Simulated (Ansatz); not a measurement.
A nudged elastic band was laid between two geometries of F₄H₂O₂Ta (9 atoms, charge 0, multiplicity 2).

Method: UHF/def2-SVP in Ansatz.

```yaml
movable_images: 9
climbing_image: yes
spring: 5.0 eV/Å²
optimiser: quadratic models (default)
start_path: through a guess of the saddle point
force_threshold: 0.05 eV/Å
iteration_limit: 60
end_points: relaxed
```

Image 0:

```xyz
9
Properties=species:S:1:pos:R:3
Ta 0.309 -0.339 -0.002
F 1.269 -1.964 -0.011
F 0.961 -0.151 1.776
O 0.173 -0.369 -1.859
H 0.305 -0.322 -2.789
F 0.188 1.544 0.011
F -1.406 -0.870 0.446
O 2.573 0.360 -0.305
H 3.000 0.487 0.549
```

Image 10:

```xyz
9
Properties=species:S:1:pos:R:3
Ta -0.210 -0.049 -0.122
F 2.551 -0.144 -0.690
F 0.904 -0.309 1.428
O -0.423 -0.529 -1.915
H -0.204 -0.902 -2.752
F 0.284 1.767 -0.280
F -1.649 -0.994 0.644
O 3.387 -0.216 0.401
H 2.732 -0.247 1.101
```

Problem. Which bonds break or form, and what moves?

Solution. Bonds broken: Ta1–F2, Ta1–O8. Bonds formed: F2–O8.

Problem. What energy profile does the band end with?

Solution. It converged. The highest image is number 6 of 0 to 10, 4.87 eV above the first end and 0.21 eV above the last; the last end lies 4.65 eV above the first. Beside the main top the profile has a ripple of under 15 meV (maxima at images 6, 9), which may be a very shallow well or noise. Neighbouring images differ by up to 4.2 eV, so the band resolves the path poorly. A vibrational analysis at the climbing image gives one clearly imaginary mode, 41i cm⁻¹: a first-order saddle point.

```csv
image,path coordinate (Å),energy (eV),Ta1–F2 (Å),Ta1–O8 (Å),F2–O8 (Å)
0,0.00,0.00,1.89,2.39,2.68
1,1.23,0.10,1.90,2.46,2.63
2,2.46,0.49,1.88,3.29,2.76
3,3.69,0.55,1.88,4.04,2.96
4,4.91,0.58,1.89,4.17,2.90
5,6.14,0.64,1.90,3.80,2.45
6,7.37,4.87,2.96,3.76,1.37
7,8.83,4.83,2.85,3.57,1.37
8,10.29,4.67,2.80,3.56,1.37
9,11.75,4.69,3.29,3.94,1.37
10,13.21,4.65,2.82,3.64,1.38
```

Problem. What is the geometry of the highest image?

Solution. 
```xyz
9
Properties=species:S:1:pos:R:3
Ta -0.508 0.208 0.019
F 2.208 -0.870 0.494
F -0.059 0.860 1.739
O 0.185 -0.064 -1.706
H 0.885 -0.119 -2.333
F -1.643 1.669 -0.363
F -0.705 -1.587 0.586
O 3.114 -0.674 -0.509
H 3.895 -1.047 -0.112
```

The run took 10 min on 4 threads of Arm Neoverse V1, with other jobs on the host, peak memory 0.58 GiB.
